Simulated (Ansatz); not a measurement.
Isomers of Li$_{8}$⁺ (doublet), relaxed with PBE/def2-TZVP; total energies from Ansatz at B2PLYP/def2-TZVP.

| isomer | description | energy (Eh) |
| --- | --- | --- |
| A | point group Cs; 11 × Li–Li 2.65 to 3.04 Å | -59.91359 |
| B | point group Cs; 9 × Li–Li 2.67 to 3.06 Å | -59.91361 |

Correlated methods freeze no core orbitals; core or outer-core shells of Li are correlated, in sets that lack core-valence functions.

The isomers come from a short search, and lower ones may exist.

**Question.** Work out the relative energies (1 Eh = 2625.5 kJ/mol) and the Boltzmann populations at 298 K from electronic energies alone (R = 8.314 J/mol/K).

**Answer.** ΔE: A 0.1, B 0.0 kJ/mol. RT = 2.48 kJ/mol. Factors exp(−ΔE/RT): A 0.96, B 1; sum 1.960. Populations: A 49.0 %, B 51.0 %. Zero-point energy, vibrational entropy and symmetry numbers are left out and can shift these; an error of 4 kJ/mol changes a ratio by a factor of 5.0. Over the other density-functional and correlated levels in def2 sets, the gap between B and A ranges from -2 to -1 kJ/mol.
